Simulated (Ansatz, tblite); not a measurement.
Adding an electron: N-butylpyridinium (C₉H₁₄N⁺). Total charge 1; singlet. Geometry: PBE-D4/def2-SVP. Ansatz, gas phase; energy differences of separate SCF runs; the reduced species was run as a doublet alone.

The xTB rows come from tblite.

(1) Estimate orbital energies and vertical electron affinities at: GFN1-xTB; GFN2-xTB; PBE-D4/def2-TZVP; BLYP-D4/def2-TZVP; PBE0-D4/def2-TZVP.

Answers

(1) 
```tsv
level	−HOMO (eV)	−LUMO (eV)	vertical EA (eV)	HOMO–LUMO gap (eV)
GFN1-xTB	16.16	13.54	10.52	2.62
GFN2-xTB	14.70	12.68	9.58	2.02
PBE-D4/def2-TZVP	11.08	7.38	4.73	3.70
BLYP-D4/def2-TZVP	11.02	7.23	4.63	3.80
PBE0-D4/def2-TZVP	12.46	6.51	4.79	5.95
```

Relaxing the reduced species (PBE-D4/def2-SVP) changes its energy by -0.12 eV at PBE-D4/def2-TZVP, so the adiabatic electron affinity to this nearest minimum is 4.86 eV. At PBE0-D4/def2-TZVP it is 4.88 eV.   Raw xTB energy differences between charge states are shifted by several eV; the methods need an empirical correction for them.
